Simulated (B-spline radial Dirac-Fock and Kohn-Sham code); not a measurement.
What relativity does to the binding energies of Ir¹⁷⁺

System: iridium as Ir¹⁷⁺, [Kr] 4d10 4f12 5s2 (tabulated as the ground configuration, which this calculation does not bear out).

Both columns are ΔSCF binding energies of the configuration average from a radial B-spline solver: non-relativistic Hartree-Fock with a point nucleus, and Dirac-Fock with a finite nucleus and the Coulomb interaction alone, averaged over the two j levels with weights 2j+1.

```csv
shell,Hartree-Fock (eV),Dirac-Fock (eV),shift (eV),shift (%)
1s,70164.2,76930.0,+6765.81,+9.64
2s,12087.5,13896.2,+1808.68,+14.96
2p,11601.8,12209.4,+607.59,+5.24
3s,3152.5,3604.4,+451.94,+14.34
3p,2924.9,3096.4,+171.43,+5.86
3d,2506.3,2489.6,-16.69,-0.67
4s,982.3,1099.5,+117.15,+11.93
4p,882.9,926.4,+43.52,+4.93
4d,702.9,700.2,-2.79,-0.40
4f,464.9,453.8,-11.15,-2.40
5s,404.8,435.5,+30.68,+7.58
```

Relativity binds 1s, 2s, 2p, 3s, 3p, 4s, 4p, 5s more strongly, among those listed most of all 2s in relative terms, and 3d, 4d, 4f more weakly, because the contracted s and p shells screen the nucleus better.
